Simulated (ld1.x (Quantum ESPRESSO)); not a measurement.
Which change was made? (Zn, TM)

zinc (Zn), norm-conserving Troullier–Martins (Kleinman–Bylander form), made with ld1.x (Quantum ESPRESSO) 7.5 (PBE, scalar-relativistic). Core [Ar], reference 3d10 4s1.75 4p0.25. Waves: 4p (bound): rc 3.25 bohr; 3d (bound): rc 1.40 bohr; 4s (bound): rc 1.55 bohr. Local part: the s channel. Core correction: none.

Cutoffs, loose and tight: the cutoffs (Ry, on a coarse ladder) from which the occupation-weighted sum of valence levels, in a spherical-Bessel basis at the reference potential, stays within 10 and 1 mRy of its value at 400 Ry. They do not see the model core or the augmentation charge, which bear on the density cutoff. Test errors are all-electron minus pseudo excitation energies from the reference, over the configurations 3d10 4s2 4p0; 3d10 4s1 4p0; 3d10 4s0 4p0; 3d9 4s2 4p1; 3d10 4s1 4p1; 3d10 4s0 4p2; 3d10 4s0 4p1; variants that change the core or the reference have their own tests. The largest error is taken over the tests solved by every variant that gives reliable tests at all, those not shown here included: 3d10 4s0 4p0; 3d10 4s1 4p0; 3d10 4s2 4p0; 3d9 4s2 4p1.

The base gives: outcome: generated; cutoff, loose: 140 Ry; cutoff, tight: 260 Ry; bound ghosts: none; largest test error (meV): -325.

(1) After one change the result is: outcome: generated; cutoff, loose: 300 Ry; cutoff, tight: over 300 Ry; bound ghosts: none; largest test error (meV): -221. Which change was it?
A. core [Ne], valence charge 20; reference 3s2 3p6 3d10 4s1 4p0; waves now 3p (bound): rc 0.60 bohr; 3d (bound): rc 1.20 bohr; 3s (bound): rc 0.70 bohr
B. wave 4s (bound): rc 1.55 bohr becomes 4s (bound): rc 1.20 bohr
C. all radii scaled by about 1.38 (s 2.14, p 4.50, d 1.94 bohr)
D. wave 3d (bound): rc 1.40 bohr becomes 3d (bound): rc 2.12 bohr
E. type RRKJ; rho0 0.01

## Answers

(1) A. The others give: wave 3d (bound): rc 1.40 bohr becomes 3d (bound): rc 2.12 bohr → outcome: failed: run_pseudo: Errors in PS-KS equation | wave 4s (bound): rc 1.55 bohr becomes 4s (bound): rc 1.20 bohr → outcome: generated; cutoff, loose: 160 Ry; cutoff, tight: 260 Ry; bound ghosts: p; largest test error (meV): +703 | all radii scaled by about 1.38 (s 2.14, p 4.50, d 1.94 bohr) → outcome: generated; cutoff, loose: 90 Ry; cutoff, tight: 140 Ry; bound ghosts: none; largest test error (meV): -34 | type RRKJ; rho0 0.01 → outcome: generated; cutoff, loose: 110 Ry; cutoff, tight: 160 Ry; bound ghosts: none; largest test error (meV): -245.
